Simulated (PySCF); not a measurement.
## Partial charges of `C=C(CC(N)=O)NC=O`

Species: C₅H₈N₂O₂.
Structure used (GFN2-xTB), in Å, numbered top down from 1:
```xyz
17
C5H8N2O2 angstrom
C     -1.0726   -1.8127   -0.4544
C     -0.6270   -0.5735   -0.2703
C      0.7891   -0.1813   -0.5630
C      1.6614   -0.4556    0.6731
N      1.7925    0.6064    1.4842
O      2.1700   -1.5332    0.8807
N     -1.5212    0.3997    0.2182
C     -1.3221    1.6882    0.5591
O     -0.2799    2.3029    0.5717
H     -2.0850   -2.1007   -0.2271
H     -0.4208   -2.5805   -0.8234
H      0.8578    0.8669   -0.8426
H      1.1674   -0.8097   -1.3687
H      2.3258    0.5132    2.3326
H      1.2946    1.4656    1.2937
H     -2.4642    0.0483    0.3197
H     -2.2729    2.1681    0.8559
```

Density: PBE0/pcSseg-1 (PySCF); schemes: Mulliken, IAO, Hirshfeld and ESP-fitted. Geometry: GFN2-xTB, one conformer, isolated molecule.

Question: Atoms with like bonding are taken together and averaged. Which atoms carry the highest charge in the Mulliken, IAO, Hirshfeld and ESP-fitted schemes?

Answer: The schemes don't all agree: Mulliken C8 (+0.428); IAO C4 (+0.448); Hirshfeld C4 (+0.170); ESP-fitted C4 (+0.897).

Question: At which atom do the 4 schemes differ most?

Answer: At N5: from -0.984 (ESP-fitted) to -0.176 e (Hirshfeld), 0.808 e apart.

Question: Which atoms carry the lowest charge in the Mulliken, IAO, Hirshfeld and ESP-fitted schemes?

Answer: The schemes don't all agree: Mulliken O9 (-0.471); IAO N5 and O6 (-0.508); Hirshfeld O6 (-0.309); ESP-fitted N5 (-0.984).

Question: Give the atomic charges in each scheme.

Answer: In e; atoms taken as equivalent share a row and are averaged (×n: the atom named and its like, n in all):

| atom | environment | Mulliken | IAO | Hirshfeld | ESP-fitted |
| --- | --- | --- | --- | --- | --- |
| C1 | terminal =CH2 carbon | -0.111 | -0.369 | -0.127 | -0.764 |
| C2 | vinylic carbon bearing nitrogen | -0.058 | +0.118 | +0.059 | +0.580 |
| C3 | sp3 carbon next to a carbonyl | -0.164 | -0.331 | -0.084 | -0.738 |
| C4 | amide carbonyl carbon | +0.383 | +0.448 | +0.170 | +0.897 |
| N5 | amide nitrogen | -0.388 | -0.508 | -0.176 | -0.984 |
| O6 | amide oxygen | -0.425 | -0.508 | -0.309 | -0.599 |
| N7 | amide nitrogen | -0.457 | -0.292 | -0.078 | -0.606 |
| C8 | amide carbonyl carbon | +0.428 | +0.306 | +0.147 | +0.595 |
| O9 | amide oxygen | -0.471 | -0.484 | -0.238 | -0.585 |
| H10 | vinylic hydrogen | +0.108 | +0.143 | +0.044 | +0.247 |
| H11 | vinylic hydrogen | +0.130 | +0.171 | +0.055 | +0.272 |
| H12/H13 | methylene hydrogen | +0.160 | +0.171 | +0.048 | +0.233 |
| H14 | amide N–H hydrogen | +0.190 | +0.281 | +0.138 | +0.409 |
| H15 | amide N–H hydrogen | +0.220 | +0.284 | +0.100 | +0.462 |
| H16 | amide N–H hydrogen | +0.204 | +0.284 | +0.146 | +0.335 |
| H17 | formyl hydrogen | +0.090 | +0.114 | +0.053 | +0.014 |

Mean size of the charges over all atoms: ESP-fitted 0.503 e, IAO 0.293 e, Mulliken 0.244 e, Hirshfeld 0.119 e. Each set sums to the total charge, 0, to within 0.001 e. The ESP scheme is a least-squares fit of atom-centred charges to the potential on four shells outside the van der Waals surface, with the total charge fixed.

Some averages cover members that differ in this geometry: H12/H13, ESP-fitted +0.207 to +0.258 e.

Question: How many electrons does the Hirshfeld scheme count on O9?

Answer: Z − q = 8 − (-0.238) = 8.238.

Question: How closely do the schemes follow one another over all atoms?

Answer: Correlation coefficient and root-mean-square difference: IAO with Hirshfeld 0.97, 0.190 e; IAO with ESP-fitted 0.96, 0.272 e; Mulliken with IAO 0.94, 0.113 e; Mulliken with Hirshfeld 0.92, 0.164 e; Hirshfeld with ESP-fitted 0.88, 0.445 e; Mulliken with ESP-fitted 0.87, 0.348 e.

These values come from a run that also computed NMR shieldings. Time: 62 s (grids of density and orbitals included); peak memory 0.85 GiB. Hardware: one thread, Arm Neoverse N1 (aarch64) (shared host).
